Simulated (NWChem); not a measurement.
System meant: TiOClF; SMILES [O]=[Ti]([F])[Cl]

The following NWChem deck was run.

```
start job
memory heap 200 mb stack 900 mb global 1100 mb
geometry units angstroms noautoz
  Ti     0.037025    -0.340687     0.002418
  O      1.440013    -0.988158    -0.301149
  F     -1.303497    -1.468207    -0.187371
  Cl    -0.057816     1.885169     0.033206
end
basis spherical
  Ti library def2-svp
  O library def2-svp
  F library def2-svp
  Cl library def2-svp
end
dft
  odft
  mult 2
  xc pbe0
  iterations 150
  mulliken
end
task dft energy
```

End of the output:

```
 ==============================================================================
                                 internuclear angles
 ------------------------------------------------------------------------------
        center 1       |       center 2       |       center 3       |  degrees
 ------------------------------------------------------------------------------
    2 O                |   1 Ti               |   3 F                |   113.20
    2 O                |   1 Ti               |   4 Cl               |   116.83
    3 F                |   1 Ti               |   4 Cl               |   127.47
 ------------------------------------------------------------------------------
                            number of included internuclear angles:          3
 ==============================================================================

 Summary of "ao basis" -> "" (spherical)
 ------------------------------------------------------------------------------
       Tag                 Description            Shells   Functions and Types
 ---------------- ------------------------------  ------  ---------------------
 Ti                         def2-svp                11       31   5s3p2d1f
 O                          def2-svp                 6       14   3s2p1d
 F                          def2-svp                 6       14   3s2p1d
 Cl                         def2-svp                 8       18   4s3p1d

                                 NWChem DFT Module
                                 -----------------

 Summary of "ao basis" -> "ao basis" (spherical)
 ------------------------------------------------------------------------------
       Tag                 Description            Shells   Functions and Types
 ---------------- ------------------------------  ------  ---------------------
 Ti                         def2-svp                11       31   5s3p2d1f
 O                          def2-svp                 6       14   3s2p1d
 F                          def2-svp                 6       14   3s2p1d
 Cl                         def2-svp                 8       18   4s3p1d

  number of electrons :                   56
  multiplicity        :                    2
 ------------------------------------------------------------------------
  no. of electrons and multiplicity not compatible                  56
 ------------------------------------------------------------------------
 ------------------------------------------------------------------------
  current input line :
    22: task dft energy
 ------------------------------------------------------------------------
 ------------------------------------------------------------------------
 There is an error in the input file
 ------------------------------------------------------------------------
 For more information see the NWChem manual at https://nwchemgit.github.io

0: no. of electrons and multiplicity not compatible:Received an Error in Communication
```

**Question.** Find the fault in this run and fix the input.

**Answer.** The program refused the input. Cause: the multiplicity doesn't fit the number of electrons (an even count wants an odd multiplicity, and the reverse). This input runs:
```
start job
memory heap 200 mb stack 900 mb global 1100 mb
geometry units angstroms noautoz
  Ti     0.037025    -0.340687     0.002418
  O      1.440013    -0.988158    -0.301149
  F     -1.303497    -1.468207    -0.187371
  Cl    -0.057816     1.885169     0.033206
end
basis spherical
  * library def2-svp
end
dft
  xc pbe0
  iterations 150
  mulliken
end
task dft energy
```
It converges to -1483.98960 Ha (PBE0/def2-SVP).
